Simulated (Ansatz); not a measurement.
Molecule: C₂H₇GeO₂, net charge 1, singlet state. It need not be the lowest isomer of its formula. 
Structure (B3LYP-D3(BJ)/def2-TZVP (Ansatz, a quantum-chemistry and plane-wave program) minimum search):
```
C
O 1 1.2466
O 1 1.3055 2 117.55
H 3 0.9713 1 113.75 2 -179.96
C 1 1.4833 2 121.20 3 179.80
H 5 1.0855 1 110.28 2 2.40
H 5 1.0929 6 109.96 1 -121.15
H 5 1.0936 6 109.69 7 -118.42
Ge 2 1.9439 1 127.44 3 -0.10
H 9 1.5192 2 97.69 1 -179.95
H 9 1.5233 10 116.97 2 107.82
H 9 1.5233 10 116.96 11 144.37
```
Charge +1, spin multiplicity 1.

Basis-set convergence of Hartree-Fock and CCSD(T) correlation energies (hartree) with Ansatz. Correlated levels leave the core frozen unless marked. No spin-orbit coupling. Frozen are the shells of the preceding noble gas and the d and f shells that filled before the atom's block. No relativistic terms.

| basis | functions | E(HF) | E(corr, CCSD(T)) |
|---|---|---|---|
| cc-pVDZ | 118 | -2304.68794 | -0.79453 |
| cc-pVTZ | 261 | -2304.83224 | -0.97867 |
| cc-pVQZ | 498 | -2304.85317 | -1.03819 |

Extrapolating the two largest sets (X = 3 and 4) as X^-3: E(corr) = (64·(-1.03819) - 27·(-0.97867))/37 = -1.0816 Eh, an estimate of the basis-set limit. The largest set recovers 96.0 % of it, the smallest 73.5 %.
